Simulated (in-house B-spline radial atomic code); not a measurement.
# Ionising Os⁴⁺ with different functionals

Computed with a radial B-spline atomic code at the basis-set limit: scalar-relativistic (spin-free X2C) Hamiltonian, Fermi nucleus of rms radius 5.4126 fm, spin-polarised at highest spin, spherical fractional occupations for the functionals, and exact exchange of hybrids averaged over the configuration. The ionisation energy is the difference of two self-consistent energies, [Xe] 4f14 5d4 → [Xe] 4f14 5d3, without Breit or QED terms; ε is the level of the shell that loses the electron (its least bound occupied spin orbital). There is no spin-orbit coupling in this Hamiltonian.

| method | rung | ΔSCF (eV) | -ε(5d) (eV) |
| --- | --- | --- | --- |
| PBE0 | global hybrid | 56.43 | 51.42 |
| B3LYP | global hybrid | 56.32 | 50.90 |
| TPSSh | global hybrid | 56.37 | 50.23 |
| BHandHLYP | global hybrid | 56.18 | 53.02 |
| r2SCAN0 | global hybrid | 56.64 | 51.67 |
| B97-1 | global hybrid | 56.20 | 50.88 |
| HSE06 | range-separated hybrid | 56.40 | 50.97 |
| wB97X | range-separated hybrid | 55.96 | 53.62 |
| CAM-B3LYP | range-separated hybrid | 56.26 | 52.73 |
| LC-wPBE | range-separated hybrid | 56.30 | 54.26 |

Q: Among the functionals, which spreads more, the ΔSCF values or the orbital energies?

A: The orbital energies: ΔSCF values span about 0.68 eV and the orbital energies 4.03 eV; here energy differences depend much less on the functional than eigenvalues do.

Q: How do they compare with the NIST value?

A: NIST lists 55 eV ± 1.9 (tabulated theory, ground level to ground level). Errors run from +0.96 to +1.64 eV; all lie within about twice that uncertainty, so the table can't rank the methods.
